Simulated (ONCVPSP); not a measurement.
# How hard is this iodine (I) ONCV potential?

```
Element                 : iodine
Generator               : ONCVPSP 4.0.1
Type                    : optimised norm-conserving Vanderbilt (ONCV)
Functional              : PBE
Relativity              : scalar-relativistic
Frozen core             : [Ar] 3d10
Valence charge          : 25
Reference configuration : 4s2 4p6 4d10 5s1.5 5p5.5
Partial waves           : 4s+5s: rc 1.25 bohr, ncon 5, nbas 8, qcut 7.5 1/bohr, 2 projectors; 4p+5p: rc 1.50 bohr, ncon 4, nbas 9, qcut 7.8 1/bohr, 2 projectors; 4d: rc 0.90 bohr, ncon 3, nbas 6, qcut 11.8 1/bohr, 2 projectors, debl 2.3 Ha
Local potential         : polynomial inside 0.70 bohr (lpopt 2, dvloc0 1 Ha)
Core correction         : Teter function, fcfact 5.75, rcfact 1.6
```

**Question.** For each optimised wave give the share of its norm inside rc, the residual kinetic energy above qcut (Ha) and the cutoffs (Ha) for errors of 10, 1, 0.1 and 0.01 mHa per electron.

**Answer.**

```json
{"wave": "4s", "norm inside rc": "0.966", "residual KE": "8.0e-03", "10 mHa": "26.9", "1 mHa": "91.6", "0.1 mHa": "110.9", "0.01 mHa": "124.3"}
{"wave": "5s", "norm inside rc": "0.113", "residual KE": "5.8e-03", "10 mHa": "25.3", "1 mHa": "57.7", "0.1 mHa": "118.3", "0.01 mHa": "138.5"}
{"wave": "4p", "norm inside rc": "0.984", "residual KE": "7.4e-05", "10 mHa": "21.8", "1 mHa": "26.0", "0.1 mHa": "30.4", "0.01 mHa": "98.2"}
{"wave": "5p", "norm inside rc": "0.117", "residual KE": "3.3e-05", "10 mHa": "19.0", "1 mHa": "24.4", "0.1 mHa": "28.7", "0.01 mHa": "38.3"}
{"wave": "4d", "norm inside rc": "0.529", "residual KE": "3.9e-05", "10 mHa": "45.8", "1 mHa": "56.8", "0.1 mHa": "65.9", "0.01 mHa": "97.6"}
{"wave": "d projector 2", "norm inside rc": "0.044", "residual KE": "1.7e-05", "10 mHa": "35.8", "1 mHa": "49.3", "0.1 mHa": "61.4", "0.01 mHa": "72.6"}
```

The occupied waves need 92 Ha and 118 Ha for 1 and 0.1 mHa.
